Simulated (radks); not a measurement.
The numbers below are computed, except where a source is named.
Task: Ga III, 29 electrons, occupied as [Ar] 3d9.5 4s1 4p0.5 (fractional occupations, a model configuration). Level of theory: Dirac Kohn-Sham, exchange-only B88, spin-unpolarised, spherical densities, finite nucleus; open shells fill j = l - 1/2 first; Fermi nuclear charge, rms radius 3.9973 fm (a radial shooting solver on a logarithmic mesh with Libxc functionals). Some entries of the table are withheld. Estimate them.

orbital,occ.,eigenvalue (eV),<r> (bohr),<r^2> (bohr^2)
1s1/2,2,-10254.67,0.04860,0.003178
2s1/2,2,-1287.098,0.2176,(1)
2p1/2,2,-1142.495,0.1883,(2)
2p3/2,4,-1114.818,0.1918,(3)
3s1/2,2,-172.2226,0.6499,(4)
3p1/2,2,-125.4326,0.6685,0.5268
3p3/2,4,-121.7651,0.6791,0.5435
3d3/2,4,-43.1897,0.7760,0.7730
3d5/2,5.5,-42.7070,0.7812,0.7837
4s1/2,1,-26.9889,2.035,(5)
4p1/2,0.5,(6),2.434,6.795
4p3/2,0,(7),2.465,6.962
5s1/2,0,-9.3699,4.862,26.55
4d3/2,0,-8.5201,4.002,(8)
4d5/2,0,-8.5017,4.012,(9)

Result: 
(1) 2s1/2 <r^2> (bohr^2): 0.05592
(2) 2p1/2 <r^2> (bohr^2): 0.04355
(3) 2p3/2 <r^2> (bohr^2): 0.04506
(4) 3s1/2 <r^2> (bohr^2): 0.4876
(5) 4s1/2 <r^2> (bohr^2): 4.713
(6) 4p1/2 eigenvalue (eV): -18.5177
(7) 4p3/2 eigenvalue (eV): -18.2599
(8) 4d3/2 <r^2> (bohr^2): 18.44
(9) 4d5/2 <r^2> (bohr^2): 18.53
